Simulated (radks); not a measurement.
Problem. The mean radii <r> (bohr) of the occupied orbitals of an atom or ion are listed with their occupations. Method: scalar-relativistic Kohn-Sham, PBE, spin-polarised, spherical densities, finite nucleus; Fermi nuclear charge, rms radius of each element as measured or else 0.836 A^(1/3) + 0.57 fm; computed with a radial shooting solver on a logarithmic mesh with Libxc functionals.

orbital  occ.      <r>
1s down     1  0.02191
1s up       1  0.02191
2s up       1  0.09329
2s down     1  0.09329
2p up       3  0.08237
2p down     3  0.08237
3s up       1   0.2445
3s down     1   0.2443
3p up       3   0.2431
3p down     3   0.2429
3d up       5   0.2213
3d down     5   0.2210
4s up       1   0.5520
4s down     1   0.5520
4p up       3   0.5837
4p down     3   0.5839
4d up       5   0.6321
4d down     5   0.6333
5s up       1    1.286
5s down     1    1.303
5p up       3    1.461
5p down     3    1.486
4f up       6   0.7933

Name the element and its charge. Open shells, if any, are filled with parallel spins first.

Solution. Z = 64, gadolinium, charge +4: Gd4+ in [Xe] 4f6. The 1s radius gives Z: for a bare nucleus <r> = (2 gamma + 1)/(2Z) with gamma = sqrt(1 - (Z/c)^2), 0.02163 bohr for Z = 64, and screening makes it slightly larger (0.02191 here). The occupations add up to 60, and the charge is Z minus that.
